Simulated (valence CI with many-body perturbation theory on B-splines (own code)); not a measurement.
The numbers below are computed, except where a source is named.
**Sensitivity of CI+MBPT for Os XXXVIII**

Level of theory: valence CI with perturbative core correlation (CI+MBPT): three valence electrons over a frozen Dirac-Fock core [Kr], radial functions for each j: 6 s, 6 p, 5 d, 5 f, 1 g, with the one-electron correlation potential Σ1 (screened to all orders), the two-electron term Σ2, the three-electron term Σ3, Breit, model QED; selected single and double excitations, second order for the rest, scaled by the run's own slope (own B-spline code, finite nucleus).

The last digits are not significant, and no measured levels were compared; by estimate large intervals hold to a few tenths of a per cent, small ones and those within an open d or f shell to about a per cent. Only levels of the ground parity were solved; by the run's estimate the other parity begins above the list, which can be wrong where configurations are misplaced.

The reference run has the lowest level (4d3/2^3) J=3/2 and an ionisation energy of 1662.20 eV. Its largest variational space holds 2403 state functions.

Levels are named by their leading jj configuration (3d3/2^4 stands for four electrons in 3d with j = 3/2), which in mixed levels can hold well under half, so a name can repeat and another be missing. Letters in brackets count levels of one name in rising energy.

Changed runs:
A. correlating orbitals by l 3 3 3 3 1 → 4 4 3 0 0
B. logarithmic knot step 0.27 → 0.4
C. core polarisation of operators on → off
D. highest l in the core sums 6 → 2 (bad on purpose)

Excitation energies of the reference run in cm⁻¹, and shifts in cm⁻¹:

| Level | Reference | A | B | C | D |
| --- | --- | --- | --- | --- | --- |
| (4d3/2^2 4d5/2) J=5/2 [a] | 143401 | -454 | -3.5 | 0 | +3177 |
| (4d3/2^2 4d5/2) J=3/2 | 163320 | +25 | -3.8 | 0 | +1643 |
| (4d3/2^2 4d5/2) J=7/2 | 176198 | +7.5 | -3.6 | 0 | +4475 |
| (4d3/2^2 4d5/2) J=9/2 | 178734 | +140 | -3.6 | 0 | +6555 |
| (4d3/2^2 4d5/2) J=1/2 | 180192 | +282 | -4.1 | 0 | +713 |
| (4d3/2^2 4d5/2) J=5/2 [b] | 248847 | +814 | -4.1 | 0 | +11 |
| (4d3/2 4d5/2^2) J=7/2 [a] | 317244 | -293 | -6.6 | 0 | +4865 |
| (4d3/2 4d5/2^2) J=9/2 | 332023 | -163 | -6.9 | 0 | +6713 |
| (4d3/2 4d5/2^2) J=3/2 [a] | 346188 | +111 | -6.7 | 0 | +818 |
| (4d3/2 4d5/2^2) J=1/2 | 355621 | +467 | -7.1 | 0 | +489 |
| (4d3/2 4d5/2^2) J=5/2 [a] | 361562 | +391 | -6.9 | 0 | +2856 |
| (4d3/2 4d5/2^2) J=11/2 | 363753 | +363 | -7.1 | 0 | +9498 |
| Ionisation energy (eV) | 1662.20 | -0.12 | -0.0079 | 0 | -1.46 |

No effect on these energies: C.
